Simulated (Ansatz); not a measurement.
Cost and result up the ladder for (H2Al-mu-NH2)2 (Al₂N₂H₈) (12 atoms). Charge 0, multiplicity 1. Geometry: PBE0-D4/def2-SVP.

Cartesian coordinates in Å:
```
Al 1.384 0.313 0.115
H 2.313 0.095 -1.163
H 1.923 0.865 1.511
N 0.256 -1.275 0.407
Al -1.384 -0.313 -0.113
H -2.317 -0.094 1.163
H -1.920 -0.865 -1.510
N -0.256 1.275 -0.406
H 0.255 -1.623 1.367
H 0.485 -2.074 -0.185
H -0.253 1.618 -1.368
H -0.486 2.079 0.180
```

Ansatz on 4 threads of Arm Neoverse V2 on a shared host. Times are rough, and most runs start from the orbitals of an earlier one. r2SCAN0-D4/def2-TZVP serves as the yardstick here, not as an exact answer. Differences are given only for rows in sets of like size (and for xTB, whose basis is part of the method), since another set adds its own error. Binding counts from free atoms at the same level (Al doublet, H doublet, N quartet; other spins of the atoms weren't run), without zero-point energy or a counterpoise term.

B3LYP takes the VWN-RPA correlation. HSE06 is defined as in plane-wave codes, on full-range PBE exchange. Correlated methods freeze 12 core orbitals.

Correlated methods converge slowly with the basis.

```json
{"level": "HF/STO-3G", "functions": "36", "wall time": "0.1 s", "binding energy per atom (eV)": "3.30", "difference from r2SCAN0-D4/def2-TZVP (eV)": "–"}
{"level": "HF/6-31G", "functions": "60", "wall time": "0.25 s", "binding energy per atom (eV)": "2.16", "difference from r2SCAN0-D4/def2-TZVP (eV)": "–"}
{"level": "B3LYP-D4/6-31G", "functions": "60", "wall time": "0.75 s", "binding energy per atom (eV)": "3.11", "difference from r2SCAN0-D4/def2-TZVP (eV)": "–"}
{"level": "PBE-D4/def2-SVP", "functions": "104", "wall time": "0.85 s", "binding energy per atom (eV)": "3.26", "difference from r2SCAN0-D4/def2-TZVP (eV)": "–"}
{"level": "PBE0-D4/def2-SVP", "functions": "104", "wall time": "1 s", "binding energy per atom (eV)": "3.22", "difference from r2SCAN0-D4/def2-TZVP (eV)": "–"}
{"level": "MP2/def2-TZVP", "functions": "184", "wall time": "1.4 s", "binding energy per atom (eV)": "3.12", "difference from r2SCAN0-D4/def2-TZVP (eV)": "-0.08"}
{"level": "PBE-D4/def2-TZVP", "functions": "184", "wall time": "1.6 s", "binding energy per atom (eV)": "3.24", "difference from r2SCAN0-D4/def2-TZVP (eV)": "0.04"}
{"level": "B3LYP-D4/def2-TZVP", "functions": "184", "wall time": "1.9 s", "binding energy per atom (eV)": "3.26", "difference from r2SCAN0-D4/def2-TZVP (eV)": "0.06"}
{"level": "PBE0-D4/def2-TZVP", "functions": "184", "wall time": "2 s", "binding energy per atom (eV)": "3.21", "difference from r2SCAN0-D4/def2-TZVP (eV)": "0.01"}
{"level": "HSE06-D4/def2-TZVP", "functions": "184", "wall time": "2.1 s", "binding energy per atom (eV)": "3.21", "difference from r2SCAN0-D4/def2-TZVP (eV)": "0.01"}
{"level": "r2SCAN-D4/def2-TZVP", "functions": "184", "wall time": "3.1 s", "binding energy per atom (eV)": "3.24", "difference from r2SCAN0-D4/def2-TZVP (eV)": "0.04"}
{"level": "r2SCAN0-D4/def2-TZVP", "functions": "184", "wall time": "3.5 s", "binding energy per atom (eV)": "3.20", "difference from r2SCAN0-D4/def2-TZVP (eV)": "0.00"}
{"level": "B97M-V/def2-TZVP", "functions": "184", "wall time": "6.5 s", "binding energy per atom (eV)": "3.29", "difference from r2SCAN0-D4/def2-TZVP (eV)": "0.09"}
{"level": "CCSD(T)/def2-TZVPP", "functions": "258", "wall time": "5.2 min", "binding energy per atom (eV)": "3.18", "difference from r2SCAN0-D4/def2-TZVP (eV)": "-0.02"}
```
